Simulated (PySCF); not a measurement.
[NbO2(OH)2]- (charge -1 and singlet state).
Structure used (PBE0-D3(BJ)/def2-SVP), in Å, numbered top down from 1:
```
atom  x, y, z in Å
Nb1    0.2144    0.0980    0.4195
O2     0.3953    0.4486    2.1237
O3     1.7638    0.0626   -0.4003
O4    -0.8946    1.4861   -0.4600
H5    -0.5654    1.7735   -1.3162
O6    -0.6460   -1.6712    0.1716
H7    -0.2675   -2.1975   -0.5383
```

Computed, not measured: PBE0-D3(BJ)/def2-SVP geometry optimisation, gas phase, def2 core potentials past Kr (PySCF 2.14.0).

**Question.** Which atoms are bound to Nb1, and at what distances?

**Answer.** 4 atoms: O2 1.749 Å, O3 1.753 Å, O4 1.983 Å, O6 1.983 Å. The nearest atom not counted as bound is H7, at 2.53 Å (others tie with it).

**Question.** List the angles at Nb1.

**Answer.** 
```csv
angle,degrees,distance of the outer atoms (Å)
O2–Nb1–O3,111.6,2.90
O2–Nb1–O4,110.5,3.07
O2–Nb1–O6,110.2,3.06
O4–Nb1–O6,109.1,3.23
O3–Nb1–O6,107.9,3.02
O3–Nb1–O4,107.5,3.02
```

**Question.** What is the shape at Nb1?

**Answer.** Tetrahedral: angles from 107.5° to 111.6°; τ4 = (360° − α − β)/141° = 0.98 with α and β the two widest (0 for a square, 1 for a tetrahedron). The Nb–O distances aren't all alike: 1.749 to 1.983 Å.

**Question.** What are the other bond lengths?

**Answer.** O4–H5, O6–H7 0.961 Å.

**Question.** What are the rotational constants (commonest isotopes, rigid rotor)?

**Answer.** A = 3494, B = 3182, C = 2986 MHz: an asymmetric top.

Point group: Cs (every atom within 0.08 Å of its image). Charge -1, singlet. The geometry's basis has no diffuse functions, a weakness for an anion. PBE0-D3(BJ)/def2-SVP frequencies: not computed here.
